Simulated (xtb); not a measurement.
C$_{2}$H$_{3}$O$_{2}$, doublet, geometry from GFN2-xTB. Base run: GFN0-xTB run with xtb.

Geometry (Å):
```xyz
7

C     -0.8793     0.0035     0.0156
O     -0.8188    -1.0113     0.6567
O      0.1708     0.7002    -0.4466
H     -1.8026     0.5137    -0.2885
C      1.4148     0.2803    -0.2061
H      1.5777    -0.6189     0.3596
H      2.1954     0.8918    -0.6090
```
Charge 0, spin multiplicity 2.
All else is at xtb's defaults.
Base energy -12.36763 Eh.

Each row names what was changed in the base input (with any setting that the change needs).

| change | ΔE vs base (kJ/mol) |
|---|---|
| base | 0.00 |
| etemp = 1000 | 0.00 |
| acc = 30 | 0.00 |
| etemp = 3000 | -0.96 |
